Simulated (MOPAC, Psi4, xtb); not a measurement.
Noncovalent pair: NH3 (SMILES N) (first 4 atoms) with CH4O (SMILES CO); geometry from B3LYP-D3(BJ)/def2-TZVP, rigid monomers moved along the line of their centres of mass till N1···H10 is 2.70 Å.
(charge 0, multiplicity 1):
```xyz
10

N      0.022    -0.124     0.076
H     -0.345    -0.959    -0.366
H     -0.359     0.677    -0.414
H      1.027    -0.119    -0.063
C      0.248     0.039     4.448
O     -0.903    -0.030     3.636
H      0.905    -0.833     4.322
H     -0.077     0.065     5.488
H      0.842     0.944     4.258
H     -0.619    -0.053     2.702
```

Counterpoise-corrected where a basis set is named; no monomer relaxation.

Cores are frozen in the correlated methods. The state that PM7 reach isn't checked; PM7 holds dispersion and hydrogen-bond terms.

The values were computed with MOPAC for PM7 (differences of heats of formation); Psi4 for SAPT; xtb for the GFN methods. Each number belongs to the level named beside it.

Task: What interaction energy does PM7 give?

Result: -18 kJ/mol
